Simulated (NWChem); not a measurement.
Molecule: TaNHClF2; SMILES [NH]=[Ta]([F])([F])[Cl]

```xyz
6

Ta     0.0237     0.1534     0.0000
N     -1.6036     0.7948     0.0000
H     -2.5399     1.1818     0.0000
F      0.8706     0.7876     1.5523
F      0.8706     0.7876    -1.5523
Cl    -0.1492    -2.1516     0.0000
```
Atoms are numbered in this order, from 1.

Results from NWChem. The geometry was optimised at PBE0/def2-SVP. def2 effective core potentials on Ta; no spin-orbit coupling. Field at 589 nm.

For level B3LYP/def2-SVPD:

| Item | Result |
|---|---|
| isotropic polarisability (bohr³) | 61.7 |
| anisotropy (bohr³) | 20.1 |

Question: What are these values for level B3LYP/def2-SVP?

Answer: The isotropic polarisability (bohr³) comes out as 49.6 and the anisotropy (bohr³) comes out as 17.6.
